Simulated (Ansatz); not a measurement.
Computed with Ansatz on PBE0-D4/def2-TZVP structures; ΔE is electronic, products minus reactants. CCSD(T)/CBS adds triple-zeta CCSD(T) − MP2 to the extrapolated MP2 energy (def2 sets, frozen cores). Functionals use def2-TZVPP. For Se outer-core shells are correlated without core-valence functions, which leaves a few kJ/mol of doubt a bond. Scalar relativity is left out up to krypton. Each species was taken in one conformer, which may not be the lowest.

Consider the redistribution: `CO[SiH](S)Cl` + `[SiH3]C[SiH2][SeH]` → `CO[SiH]([SiH3])S` + `ClC[SiH2][SeH]`.

Task: Is it downhill or uphill in electronic energy at CCSD(T)/CBS, and by how much? (Best estimate.)

Result: Computed: Uphill: ΔE = +181.1 kJ/mol.

Task: What do these levels give: PBE0-D4, ωB97X-V, PBE, PBE0, MP2/def2-TZVPP, CCSD(T)/def2-TZVPP? (Estimate.)

Result: The calculation gave: PBE0-D4 171.1, ωB97X-V 176.7, PBE 157.7, PBE0 168.6, MP2/def2-TZVPP 192.7, CCSD(T)/def2-TZVPP 179.4 kJ/mol.

Largest T1 diagnostic among the species: 0.012.

The D4 term adds +5.0 kJ/mol with B3LYP and +2.6 kJ/mol with PBE0; it sums over pairs of atoms, weighted by their polarisabilities, and B3LYP, whose exchange is more repulsive, gets the larger term. From PBE to PBE0 (25 % exact exchange), in def2-TZVPP and without D4, ΔE moves by +10.8 kJ/mol.

B3LYP here is the variant with VWN-RPA as its local correlation; programs differ in this.
